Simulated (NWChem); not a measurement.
Basis-set convergence for sulfur tetrafluoride (F₄S)

```xyz
5

F      0.0000     1.2294     0.6250
S      0.0000     0.0000    -0.3880
F      1.6694     0.0000    -0.2801
F     -1.6694     0.0000    -0.2801
F      0.0000    -1.2294     0.6250
```
Charge 0, spin multiplicity 1.

Program: NWChem. All single points use one geometry, from B3LYP/def2-SVP, a minimum by its harmonic frequencies.

Quantity: vertical ionisation energy at the level ΔMP2 (Δ: difference of total energies, the cation a doublet at the parent's geometry with its hole in an orbital of symmetry a1 (C2v labels); it is the state that the SCF runs reached, from PBE0 orbitals for Hartree-Fock references, and need not be the lowest).

The correlated methods keep 9 core orbitals frozen. The Pople sets run with spherical d functions. No SCF solution was tested for a lower state. Open-shell Hartree-Fock references start from PBE0 orbitals; any time given for them includes that run.

Costs are rough ratios of processor time within this set of runs, SCF included, with 6-31G* as 1.

Task: In def2-TZVPD the value is 13.42 eV. Among 6-31G*, cc-pVDZ, def2-SVP, 6-31+G*, 6-311G**, cc-pVTZ, def2-TZVP, def2-TZVPP, which is the smallest basis within 0.05 eV of it?

Result: 6-31+G*, with 94 functions against 206 and about 7 % of the time. def2-TZVPD isn't the basis-set limit itself, and a small set can land close by cancellation.

```csv
basis,functions,vertical ionisation energy (eV),relative cost
6-31G*,74,12.87,1
cc-pVDZ,74,12.93,under 3
def2-SVP,74,13.13,under 3
6-31+G*,94,13.40,under 3
6-311G**,98,13.32,under 3
cc-pVTZ,154,13.29,8
def2-TZVP,161,13.34,6
def2-TZVPP,166,13.35,6
def2-TZVPD,206,13.42,20
```
